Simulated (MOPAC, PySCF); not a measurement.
Breaking a bond: AsH, triplet.

- PM6, unrestricted, heats of formation (MOPAC)
- PM7, unrestricted, heats of formation (MOPAC)
- UHF/def2-TZVP (PySCF)
- UMP2/6-31G* = PySCF 2.14.0 with unrestricted MP2 (frozen core)/6-31G*, spherical d
- UMP2 = MP2 on UHF/def2-TZVP, 9 core orbitals frozen (PySCF 2.14.0)

Energies are in kcal/mol, each relative to the lowest point of its own curve near equilibrium.

```
R / Å   PM6   PM7   UHF  UMP2/6-31G*  UMP2
-----  ----  ----  ----  -----------  ----
1.24   22.1  14.7  26.7         29.1  26.3
1.30   12.6   8.3  14.8         16.6  14.6
1.38    4.4   2.8   5.2          6.3   5.2
1.46    0.6   0.3   0.8          1.3   0.8
1.49    0.0   0.0   0.2          0.4   0.2
1.53    0.0   0.1   0.0          0.0   0.0
1.58    0.9   0.9   0.7          0.4   0.7
1.62    2.3   2.1   1.9          1.3   1.8
1.69    6.0   5.1   5.0          3.9   4.8
1.80   14.1  11.8  11.7          9.8  11.3
1.91   24.1  20.3  19.3         17.3  19.3
```

The scan ran from 1.24 to 6.20 Å; beyond the distances shown one of the unrestricted levels run for this scan, shown here or not, changes its spin distribution in one step. The unrestricted determinant behind UMP2/6-31G* is spin-contaminated at 1.91 Å (<S²> up to 2.1, against 2.00 for a pure triplet).
